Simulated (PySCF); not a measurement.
# Reading the logs of faulty runs: Al2GeH5O

Calculated results; nothing here was measured. They come from PySCF 2.14.0, an open-source quantum chemistry program, on an isolated molecule that a program drew, which may never have been made. The molecule is Al2GeH5O (charge 0, doublet), drawn as the SMILES string `[OH][AlH][GeH2][AlH]`.

Each row is a Hartree-Fock (HF) and frozen-core CCSD(T) single point in the cc-pV(D+d)Z basis, meant for a local HF minimum. Run 1 is clean. Each other run has one planted mistake out of seven kinds, and not every kind appears here: one electron removed, one electron added, multiplicity raised by two, geometry at a saddle point, minimal basis STO-3G, one bond length entered in bohr, all coordinates scaled. The reference is restricted for singlets and unrestricted otherwise, and also for a bond in bohr. Adding or removing an electron swaps singlet and doublet. Electrons count all cores. HOMO and LUMO are orbital energies over both spins, the gradient is its largest component, and the lowest frequency (negative if imaginary) is given only where the gradient is small. Bond lengths are over the 8 bonds as drawn. T1 is the CCSD diagnostic: over 0.02 (restricted) or 0.045 (unrestricted) a single reference is doubtful. Germanium has the cc-pVDZ-PP basis, with a core potential (ECP10MDF) in place of its 10 inner electrons, and its 3s, 3p and 3d shells are frozen in CCSD(T).

Geometry of the clean run:
```xyz
9
Al2GeH5O, angstrom
O     0.4535   -0.0468    2.7758
Al    1.1801    0.3943    1.3133
Ge    3.0489   -0.9447    0.3416
Al    2.3925   -2.6333   -1.4226
H     0.6884   -0.7301    3.3804
H     0.5476    1.6425    0.5914
H     4.0270    0.0206   -0.3673
H     3.8715   -1.6422    1.4425
H     1.3279   -2.1881   -2.5266
```

| run | electrons | basis functions | <S^2> | HOMO (eV) | LUMO (eV) | gradient (hartree/bohr) | lowest frequency (cm^-1) | mean bond (Å) | longest bond (Å) | T1 | HF (hartree) | CCSD(T) (hartree) | mistake |
|---|---|---|---|---|---|---|---|---|---|---|---|---|---|
| 1 | 71 | 108 | 0.761 | -7.58 | 0.36 | 5.6e-06 | 31 | 1.7397 | 2.529 | 0.0180 | -855.02255 | -855.47723 | no fault |
| 2 | 72 | 108 | 0.000 | -0.85 | 5.09 | 3.7e-02 | - | 1.7397 | 2.529 | 0.0201 | -855.02314 | -855.51232 | one electron added |
| 3 | 71 | 108 | 1.713 | -7.57 | -0.40 | 1.2e-02 | - | 1.9116 | 2.922 | 0.0556 | -854.92319 | -855.35924 | one bond length entered in bohr |
| 4 | 71 | 108 | 3.777 | -6.12 | -1.95 | 3.8e-02 | - | 1.7397 | 2.529 | 0.0265 | -854.91596 | -855.35972 | ? |

**Which mistake was planted in run 4, and what did it cost?**

Electrons, basis and geometry are unchanged, and <S^2> is 3.777, beside S(S+1) = 3.75 for a multiplicity of 4. So the mistake is: multiplicity raised by two. Subtracting run 1 and multiplying by 627.51 kcal/mol a hartree, the energy moved by 66.9 kcal/mol in HF and 73.7 kcal/mol in CCSD(T).

Cautions from the logs. Run 2: T1 is over the limit, so its CCSD(T) energy is less reliable; run 3: T1 is over the limit, so its CCSD(T) energy is less reliable.
